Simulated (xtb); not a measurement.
xtb input (GFN1-xTB):

```bash
xtb mol.xyz --gfn 1 --sp --chrg 0 --uhf 0
```
mol.xyz:
```
15

C     -1.53920857    -1.57302784    -1.48755892
O     -0.79950798    -1.33771736    -0.29228505
Si    -0.02235075     0.05121083     0.06732971
S     -1.46219444     1.61693169    -0.10935631
S      0.83084318    -0.17035719     2.01124774
O      1.21009520     0.39696528    -0.94457369
C      2.39354709    -0.38446301    -1.08606248
H     -0.95995816    -1.29869943    -2.37237822
H     -1.77182087    -2.63616361    -1.52819008
H     -2.47180833    -1.00437075    -1.48579823
H     -0.57529685     2.58989148     0.15816224
H     -0.33642549    -0.50092078     2.58832299
H      2.92968582    -0.01677781    -1.95977862
H      3.03369414    -0.28304202    -0.20683449
H      2.15573146    -1.44109897    -1.22978614
```

End of the output:

```
         :::::::::::::::::::::::::::::::::::::::::::::::::::::
         ::                     SUMMARY                     ::
         :::::::::::::::::::::::::::::::::::::::::::::::::::::
         :: total energy             -27.404760210356 Eh    ::
         :: gradient norm              0.045738958302 Eh/a0 ::
         :: HOMO-LUMO gap              6.773997649696 eV    ::
         ::.................................................::
         :: SCC energy               -27.583353204524 Eh    ::
         :: -> electrostatic           0.080067842205 Eh    ::
         :: repulsion energy           0.185831600154 Eh    ::
         :: dispersion energy         -0.007238605986 Eh    ::
         :: halogen bond corr.         0.000000000000 Eh    ::
         :: add. restraining           0.000000000000 Eh    ::
         :: total charge               0.000000000000 e     ::
         :::::::::::::::::::::::::::::::::::::::::::::::::::::

           -------------------------------------------------
          |                Property Printout                |
           -------------------------------------------------

    * Orbital Energies and Occupations

         #    Occupation            Energy/Eh            Energy/eV
      -------------------------------------------------------------
         1        2.0000           -0.8289060             -22.5557
       ...           ...                  ...                  ...
        10        2.0000           -0.5641890             -15.3524
        11        2.0000           -0.5615411             -15.2803
        12        2.0000           -0.5543734             -15.0853
        13        2.0000           -0.5046343             -13.7318
        14        2.0000           -0.5032317             -13.6936
        15        2.0000           -0.4876279             -13.2690
        16        2.0000           -0.4757143             -12.9448
        17        2.0000           -0.4683353             -12.7441
        18        2.0000           -0.4524327             -12.3113
        19        2.0000           -0.4507733             -12.2662
        20        2.0000           -0.4183076             -11.3827
        21        2.0000           -0.4075240             -11.0893
        22        2.0000           -0.3879827             -10.5575 (HOMO)
        23                         -0.1390429              -3.7836 (LUMO)
        24                         -0.1377568              -3.7486
        25                         -0.1249494              -3.4000
        26                         -0.1224828              -3.3329
        27                         -0.1193062              -3.2465
        28                         -0.1051130              -2.8603
        29                         -0.0698043              -1.8995
        30                         -0.0679154              -1.8481
        31                         -0.0619990              -1.6871
        32                         -0.0564000              -1.5347
        33                         -0.0491738              -1.3381
       ...                                ...                  ...
        59                          1.3623685              37.0719
      -------------------------------------------------------------
                  HL-Gap            0.2489398 Eh            6.7740 eV
             Fermi-level           -0.2635128 Eh           -7.1705 eV

  Mulliken/CM5 charges         n(s)   n(p)   n(d)
     1C     0.17960  0.06292   0.968  2.853  0.000
     2O    -0.42756 -0.48686   1.642  4.785  0.000
     3Si    0.51671  0.44248   0.936  1.401  1.147
     4S    -0.21264 -0.25198   1.892  4.333 -0.013
     5S    -0.21264 -0.25198   1.892  4.333 -0.013
     6O    -0.42756 -0.48686   1.642  4.785  0.000
     7C     0.17960  0.06292   0.968  2.853  0.000
     8H     0.02515  0.08617   0.975  0.000  0.000
     9H     0.01699  0.07698   0.983  0.000  0.000
    10H     0.02302  0.08336   0.977  0.000  0.000
    11H     0.13708  0.20817   0.863  0.000  0.000
    12H     0.13708  0.20817   0.863  0.000  0.000
    13H     0.01699  0.07698   0.983  0.000  0.000
    14H     0.02302  0.08336   0.977  0.000  0.000
    15H     0.02515  0.08617   0.975  0.000  0.000

Wiberg/Mayer (AO) data.
largest (>0.10) Wiberg bond orders for each atom

 ---------------------------------------------------------------------------
     #   Z sym  total        # sym  WBO       # sym  WBO       # sym  WBO
 ---------------------------------------------------------------------------
     1   6 C    3.914 --     9 H    0.987    10 H    0.987     8 H    0.986
                             2 O    0.914
     2   8 O    2.290 --     3 Si   1.264     1 C    0.914
     3  14 Si   5.129 --     6 O    1.264     2 O    1.264     5 S    1.228
                             4 S    1.228
     4  16 S    2.280 --     3 Si   1.228    11 H    0.935
     5  16 S    2.280 --     3 Si   1.228    12 H    0.935
     6   8 O    2.290 --     3 Si   1.264     7 C    0.914
     7   6 C    3.914 --    13 H    0.987    14 H    0.987    15 H    0.986
                             6 O    0.914
     8   1 H    1.008 --     1 C    0.986
     9   1 H    1.019 --     1 C    0.987
    10   1 H    1.012 --     1 C    0.987
    11   1 H    0.991 --     4 S    0.935
    12   1 H    0.991 --     5 S    0.935
    13   1 H    1.019 --     7 C    0.987
    14   1 H    1.012 --     7 C    0.987
    15   1 H    1.008 --     7 C    0.986
 ---------------------------------------------------------------------------

Topologies differ in total number of bonds
Writing topology from bond orders to xtbtopo.mol

 dipole moment from electron density (au)
     X       Y       Z
   0.1575  -0.3609  -0.4745  total (Debye):    1.567

           -------------------------------------------------
          | TOTAL ENERGY              -27.404760210356 Eh   |
          | GRADIENT NORM               0.045738958302 Eh/α |
          | HOMO-LUMO GAP               6.773997649696 eV   |
           -------------------------------------------------

------------------------------------------------------------------------
------------------------------------------------------------------------
 total:
 SCF:
Note: The following floating-point exceptions are signalling: IEEE_DENORMAL
normal termination of xtb
```
